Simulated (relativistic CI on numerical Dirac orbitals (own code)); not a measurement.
Ir59+: sensitivity of the levels to the model

Base calculation: Dirac-Coulomb-Breit CI, KLI orbitals optimised for each configuration, a model potential for QED, unscaled Slater integrals.

Configurations in the expansion (outside the closed core [Ne]): 3s2.3p6, 3s2.3p5.3d, 3s.3p6.3d, 3s2.3p5.4s, 3s2.3p5.4p, 3s2.3p5.4d, 3s.3p6.4s, 3s2.3p5.4f, 3p6.3d.4p, 3s.3p6.4p, 3s.3p6.4d, 3s.3p6.4f, 3s2.3p5.5s, 3s2.3p5.5p, 3s2.3p5.5d, 3s2.3p5.5f, 3s2.3p5.5g, 3s.3p6.5s, 3s.3p6.5p, 3s.3p6.5d, 3s2.3p5.6s, 3p6.3d2, 3p5.3d3, 3p5.3d2.4s, 3p5.3d2.4p, 3p5.3d2.4d, 3p6.3d.4s, 3p5.3d.4s2, 3p5.3d.4s.4p, 3p5.3d.4s.4d, 3p6.4s2, 3p5.4s2.4p, 3p5.4s2.4d. Double excitations out of closed p, d and f shells are left out; levels of such configurations are missing from the list, as are those of other unlisted configurations, and high levels can miss mixing partners. These lack a partner that the ground configuration has and come out too high: 3s2.3p5.4f, 3s2.3p5.5s, 3s2.3p5.5p, 3s2.3p5.5d, 3s2.3p5.5f.

The lowest level and the first level of each name with at least 55 % of one term (blank where a level has no safe partner in the second run):

```csv
Level,Base (eV),Shift (eV)
3s2.3p6 1S_0,0.00,0.00
3s2.3p5.3d 3P°_0,249.82,+1.14
3s2.3p5.3d 3P°_1,262.10,+1.79
3s2.3p5.3d 3F°_3,266.01,+2.40
3s2.3p5.3d 3F°_4,352.55,+4.82
3s2.3p5.3d 3D°_3,370.54,+4.14
3s2.3p5.3d 3F°_2,679.81,+6.72
3s.3p6.3d 3D_1,914.36,+1.65
3s.3p6.3d 3D_2,921.67,+2.06
3s.3p6.3d 3D_3,1008.53,+4.34
3s.3p6.3d 1D_2,1023.57,+3.98
3p6.3d2 3F_2,1846.82,+3.69
3p6.3d2 3P_0,1873.03,+2.60
3p6.3d2 3F_3,1936.78,+6.08
```

At this charge energies of transitions that change n are usually good to better than 1 %, and those within a shell (Δn = 0) to a few per cent.

Question: One thing was changed in a second run, which moved the levels as shown. Which?
A. Breit term removed
B. QED terms removed
C. configuration mixing switched off

Answer: A. Breit term removed. The Breit term mainly narrows fine-structure intervals, so removing it widens them.

LS names give the leading component of a level, which can be under half, so a name can repeat, a term be missing and a line seem to break the LS rules.
